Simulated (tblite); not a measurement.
C$_{2}$H$_{5}$S (SMILES CC[S]), doublet, geometry from GFN2-xTB; GFN1-xTB (tblite).

tblite was given this input:
```
$ tblite run mol.xyz --method gfn1 --charge 0 --spin 1 --efield 0,0,0.1 --json tblite.json --no-restart

# file mol.xyz
8

C      1.48255365     0.65932309    -0.01655837
C     -0.03154429     0.78395239     0.00248490
S     -0.84471660    -0.82371473     0.00823708
H     -0.37104627     1.31200621     0.89543533
H     -0.39297317     1.31674827    -0.87896880
H      1.93395512     1.64948226    -0.01949031
H      1.83064329     0.11841436     0.86042594
H      1.80883038     0.12313177    -0.90475459
```

The log (banner, timings and long lists left out):

```
xTB calculator
 | screened Coulomb repulsion
 | Coulomb electrostatics
 |  * isotropic Klopman-Ohno-Mataga-Nishimoto electrostatics
 |  * onsite third-order electrostatics
 | DFT-D3(BJ) dispersion correction
 | Interactions (1)
 | [1] electric field

halogen bonding energy    0.0000000000000E+00 Eh
repulsion energy          1.0479671762502E-01 Eh
dispersion energy        -2.0667750634994E-03 Eh
interaction energy        0.0000000000000E+00 Eh
number of electrons       1.9000000000000E+01 e
integral cutoff           1.9731147476801E+01 bohr

------------------------------------------------------------
  cycle        total energy    energy error   density error
------------------------------------------------------------
      1     -10.52403395956  -1.0626764E+01   3.1589626E-01
      2     -10.54714936484  -2.3115405E-02   1.9985038E-01
      3     -10.54575482808   1.3945368E-03   4.9788686E-02
      4     -10.54936508857  -3.6102605E-03   3.3046987E-03
      5     -10.54939719543  -3.2106867E-05   4.7981426E-04
      6     -10.54939795793  -7.6249542E-07   9.5994620E-05
      7     -10.54939795484   3.0877434E-09   5.1125109E-05
      8     -10.54939796161  -6.7665695E-09   7.9981936E-06
------------------------------------------------------------

electronic energy        -1.0652127904169E+01 Eh
total energy             -1.0549397961607E+01 Eh

Post processing:
 | Mayer-Wiberg bond orders

[Info] JSON dump of results written to 'tblite.json'
```
